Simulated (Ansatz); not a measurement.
C21H21BrS⁻, that is tri-p-tolylsulfonium bromide with one electron more, relaxed as a doublet with UKS PBE-D4/def2-SVP in Ansatz, starting from the PBE-D4/def2-SVP geometry of the neutral singlet. Force threshold 0.03 eV/Å.

Single mean-field runs in def2-SVP are fitted with def2-universal-jkfit. The highest occupied level of the relaxed charge -1 doublet lies above zero (up to 0.66 eV). By energy differences its removal costs 0.89 eV (each at its own geometry, to the charge 0 singlet, at PBE0-D4/def2-TZVP). In the doublet geometry the species has come apart into loosely held pieces. The relaxation made no stability test and no search for a lower SCF solution.

Start:

```xyz
44

C    -0.3555   -1.1535   -5.5654
C    -0.1071   -0.5328   -4.2150
C     1.0589    0.2264   -3.9702
C     1.2763    0.8502   -2.7385
C     0.3210    0.6938   -1.7217
S     0.7269    1.4541   -0.1400
C     1.5159   -0.0120    0.6943
C     2.0915    0.2669    1.9472
C     2.8050   -0.7282    2.6210
C     2.9852   -2.0100    2.0537
C     3.7746   -3.0668    2.7826
C     2.4203   -2.2566    0.7884
C     1.6905   -1.2704    0.1031
C    -0.8170    1.4732    0.8262
C    -1.3049    0.3039    1.4366
C    -2.4786    0.3710    2.1980
C    -3.1685    1.5880    2.3776
C    -4.4454    1.6452    3.1751
C    -2.6389    2.7444    1.7692
C    -1.4751    2.7011    0.9911
C    -0.8429   -0.0548   -1.9243
C    -1.0487   -0.6568   -3.1753
H    -0.9878   -2.0608   -5.4903
H    -0.8849   -0.4401   -6.2344
H     0.5921   -1.4294   -6.0699
H     1.8057    0.3476   -4.7706
H     2.1629    1.4783   -2.5718
H     1.9707    1.2645    2.4002
H     3.2404   -0.5054    3.6084
H     4.8357   -2.7624    2.9029
H     3.3739   -3.2372    3.8033
H     3.7605   -4.0336    2.2436
H     2.5504   -3.2464    0.3225
H     1.2566   -1.4928   -0.8818
H    -0.7717   -0.6515    1.3337
H    -2.8639   -0.5481    2.6670
H    -4.5674    2.6236    3.6801
H    -4.4872    0.8475    3.9427
H    -5.3280    1.5098    2.5129
H    -3.1502    3.7111    1.9037
H    -1.0798    3.5918    0.4681
H    -1.5919   -0.1605   -1.1271
H    -1.9708   -1.2355   -3.3436
Br    0.1515    3.8533   -1.6134
```

Problem. Estimate the energy that the relaxation releases and the steps that it takes.

Solution. 0.44 eV, in 32 steps; 2.6 min on 2 threads of AMD EPYC 7R13 on a shared host and a share (18 GiB) of an NVIDIA H100 80GB HBM3. The force fell under the threshold at step 26, but the optimiser went on and released 0.004 eV more. No frequencies were taken in this run, so the end may be a saddle point.

Problem. Does the start keep its bonding?

Solution. Bonds lost: S6–Br44 (atoms count from 1). The end holds 2 separate pieces.

Problem. Predict the relaxed structure.

Solution. 
```tsv
atom	x (Å)	y (Å)	z (Å)
C1	0.0839	-0.8755	-5.4783
C2	0.1297	-0.3054	-4.0836
C3	0.9160	0.8438	-3.7993
C4	0.9928	1.3773	-2.5131
C5	0.2612	0.7683	-1.4700
S6	0.6852	1.2785	0.2121
C7	1.4549	-0.1066	1.0184
C8	2.8062	0.1064	1.4148
C9	3.6035	-0.9551	1.8264
C10	3.1101	-2.2964	1.8366
C11	3.9983	-3.4380	2.2520
C12	1.7753	-2.4980	1.4270
C13	0.9468	-1.4454	1.0215
C14	-0.9817	1.3142	0.9724
C15	-1.2294	0.6968	2.2039
C16	-2.4871	0.8549	2.8090
C17	-3.4889	1.6468	2.2106
C18	-4.8378	1.8271	2.8636
C19	-3.1917	2.2831	0.9867
C20	-1.9477	2.1329	0.3595
C21	-0.5471	-0.3605	-1.7262
C22	-0.6005	-0.8831	-3.0278
H23	-0.6655	-1.6885	-5.5632
H24	-0.1726	-0.0982	-6.2315
H25	1.0673	-1.2974	-5.7862
H26	1.4580	1.3430	-4.6202
H27	1.5403	2.3099	-2.2938
H28	3.2123	1.1309	1.3899
H29	4.6369	-0.7564	2.1570
H30	4.8442	-3.5961	1.5423
H31	4.4620	-3.2648	3.2504
H32	3.4351	-4.3924	2.3069
H33	1.3672	-3.5239	1.4288
H34	-0.0975	-1.6456	0.7473
H35	-0.4434	0.0946	2.6833
H36	-2.6926	0.3534	3.7694
H37	-5.0433	2.8966	3.0844
H38	-4.9087	1.2670	3.8174
H39	-5.6608	1.4760	2.2043
H40	-3.9505	2.9299	0.5147
H41	-1.6781	2.6884	-0.5592
H42	-1.1732	-0.7892	-0.9296
H43	-1.2440	-1.7561	-3.2318
Br44	0.2552	4.3527	-0.9969
```
Bond lengths: 21 × C–C 1.39 to 1.51 Å; 3 × C–S 1.78 to 1.83 Å; 21 × C–H 1.10 to 1.12 Å.
